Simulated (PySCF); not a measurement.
C3H6BFO, SMILES C=C(F)B(C)O. The structure is a stationary point at PBE-D3(BJ)/def2-SVP. The structure was generated by enumeration, and PubChem lists no compound with its InChIKey, so it may never have been made. Other conformers were not sampled.

**Question.** Give the equilibrium geometry at PBE-D3(BJ)/def2-SVP (PySCF confirms it by a frequency run) as a Z-matrix, and its point group. (Estimate from the structure and the level; the computed values follow.)

**Answer.** This is not unique; one that fits is point group Cs.
```
B
O 1 1.3691
H 2 0.9738 1 111.85
C 1 1.5767 2 124.06 3 0.00
H 4 1.1092 1 114.86 2 0.00
H 4 1.1112 5 108.42 1 -123.27
H 4 1.1112 5 108.42 6 -113.46
C 1 1.5786 2 115.47 3 180.00
C 8 1.3473 1 126.54 2 0.00
F 8 1.3641 9 118.93 1 180.00
H 9 1.0990 8 118.85 10 180.00
H 9 1.1012 11 119.29 8 180.00
```
